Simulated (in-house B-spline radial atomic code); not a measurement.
Configurations of O3+, with energies counted from [He] 2s2 2p1. Method: scalar-relativistic (X2C) B3LYP, spin-polarised, spherical fractional occupations, exact exchange averaged over the configuration, Fermi nucleus of rms radius 2.6991 fm. Calculated with an all-electron radial atomic-structure program (B-spline basis). Shells without spins written out take the highest spin.

| configuration | E - E(ref) (eV) | highest orbital | its <r> (bohr) |
| --- | --- | --- | --- |
| [He] 2s2 3d1 | 51.933 | 3d up | 2.389 |
| [He] 2s1 2p1 3s1 | 53.862 | 3s up | 2.493 |
| [He] 2s1 2p1 3d1 | 61.127 | 3d up | 2.363 |

Order these further configurations by energy, lowest first.
A. [He] 2s2 3p1
B. [He] 2s1 2p2
C. [He] 2s2 3s1

B (8.5014 eV), C (44.547 eV), A (48.245 eV).
